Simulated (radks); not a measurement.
Results of a calculation; reference values are marked as such.
Ionisation of the cadmium ion Cd+, [Kr] 4d10 5s1, to Cd2+, [Kr] 4d10, under several functionals. Scalar-relativistic Kohn-Sham, spin-polarised, spherical densities, point nucleus; open shells are filled with parallel spins first (spin-orbit coupling, left out, can overturn this in heavy ions); a radial shooting solver on a logarithmic mesh with Libxc functionals.

functional,E(Cd+) (hartree),Exc (hartree),IE (eV),-e(HOMO) (eV),<r> HOMO (bohr),IE error (eV)
Wu-Cohen GGA,-5593.60520,-153.37642,17.379,13.570,2.621,+0.471
"LDA (Slater exchange, Perdew-Wang correlation)",-5589.26531,-148.98835,17.718,13.802,2.615,+0.809
RPBE,-5594.64360,-154.43217,17.195,13.339,2.650,+0.287
XLYP,-5595.43469,-155.20731,17.510,13.490,2.643,+0.601
BLYP,-5594.91593,-154.68395,17.469,13.472,2.638,+0.561
PW91,-5595.17506,-154.96363,17.443,13.569,2.636,+0.534
exchange-only LDA,-5584.74482,-144.40234,16.727,12.908,2.662,-0.181

NIST Atomic Spectra Database: 16.908 eV (measured). Closest: exchange-only LDA. The Delta-SCF values span 0.99 eV, the total energies 10.69 hartree. The highest occupied level is 5s.
